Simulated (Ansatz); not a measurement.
`O[SiH]1BO1` and `[OH][GeH]1[BH][O]1` differ in one element.

Ansatz, PBE0-D4/def2-TZVP geometries, multiplicity 1. Each molecule was computed in one conformer, which needn't be the lowest.

Scalar relativity is left out up to krypton.

```json
{"property": "LUMO energy (B3LYP/def2-TZVPP) / eV", "`O[SiH]1BO1`": "-1.24"}
{"property": "HOMO energy (PBE0/def2-TZVPP) / eV", "`O[SiH]1BO1`": "-6.99"}
{"property": "size of the dipole moment (B3LYP/def2-TZVPP) / D", "`O[SiH]1BO1`": "1.87"}
{"property": "HOMO–LUMO gap (ωB97M-V/def2-TZVPP) / eV", "`O[SiH]1BO1`": "10.10"}
{"property": "LUMO energy (PBE/def2-TZVPP) / eV", "`O[SiH]1BO1`": "-2.04"}
{"property": "HOMO–LUMO gap (PBE/def2-TZVPP) / eV", "`O[SiH]1BO1`": "3.75"}
```

(1) Give the same properties after the change, and the shifts. (Best estimate.)

## Answers

(1) Computed: 
| property | `[OH][GeH]1[BH][O]1` | shift |
| --- | --- | --- |
| LUMO energy (B3LYP/def2-TZVPP) / eV | -1.50 | -0.26 |
| HOMO energy (PBE0/def2-TZVPP) / eV | -7.12 | -0.13 |
| size of the dipole moment (B3LYP/def2-TZVPP) / D | 1.49 | -0.38 |
| HOMO–LUMO gap (ωB97M-V/def2-TZVPP) / eV | 9.86 | -0.24 |
| LUMO energy (PBE/def2-TZVPP) / eV | -2.04 | 0.00 |
| HOMO–LUMO gap (PBE/def2-TZVPP) / eV | 4.00 | 0.25 |

With PBE0 the HOMO falls by 0.13 eV and the LUMO falls by 0.23 eV, so the gap narrows by about 0.10 eV. PBE moves the HOMO by -0.25 eV and ωB97M-V by -0.06 eV. Dipoles are sizes alone; their direction can turn.

B3LYP here is the variant with VWN-RPA as its local correlation; programs differ in this.
